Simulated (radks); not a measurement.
Coherent X-ray form factor from a spherical all-electron density. All-electron calculation, scalar-relativistic Kohn-Sham, revPBE, spin-unpolarised, spherical densities, finite nucleus; Fermi nuclear charge, rms radius of each element as measured or else 0.836 A^(1/3) + 0.57 fm. Program: a radial shooting solver on a logarithmic mesh with Libxc functionals.

sin(theta)/lambda (1/angstrom),f0 (electrons)
0.05,33.659
0.1,32.690
0.15,31.239
0.2,29.499
0.25,27.654
0.3,25.844
0.4,22.616
0.5,19.958
0.6,17.695
0.8,13.839
1,10.790
1.25,8.232
1.5,6.769
2,5.313

The species is in the configuration that NIST lists as its ground one. Which atom or ion scatters so?

Answer. The strontium ion Sr4+, [Ar] 3d10 4s2 4p4. Extrapolating in s^2 from the first two rows gives f0(0) = 34.0, near the electron count 34; among species with that count, the fall with angle is slower the higher Z, and the table is that of Z = 38; from so few rows the species is fixed only to a neighbour or two.
